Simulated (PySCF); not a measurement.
# Ti(3+) (titanium, charge +3) across methods

[Ar] 3d1, 2D determinant. Computed with PySCF 2.14 in ANO-RCC-VTZP (6s5p3d2f1g, 59 functions), with the spin-free X2C one-electron Hamiltonian (Gaussian nucleus).

| method | E (hartree) | mean ε 3p α (eV) | mean ε 3p β (eV) | mean ε 3d α (eV) | Σ⟨r²⟩ (bohr²) | ⟨S²⟩ |
| --- | --- | --- | --- | --- | --- | --- |
| r2SCAN | -851.899 | -72.435 | -71.244 | -35.918 | 12.96 | 0.751 |
| PBE0 | -851.746 | -74.448 | -73.133 | -37.720 | 12.96 | 0.751 |
| PBE | -851.699 | -71.391 | -70.394 | -35.538 | 12.99 | 0.750 |
| HSE06 | -851.769 | -74.005 | -72.703 | -37.280 | 12.97 | 0.751 |
| revPBE | -851.839 | -71.370 | -70.374 | -35.524 | 12.98 | 0.751 |
| B3LYP | -851.950 | -73.830 | -72.594 | -37.419 | 12.99 | 0.751 |
| UHF | -851.08944 | -82.348 | -79.911 | -43.437 | 12.98 | 0.752 |
| LDA | -849.808 | -71.430 | -70.448 | -35.411 | 13.01 | 0.750 |
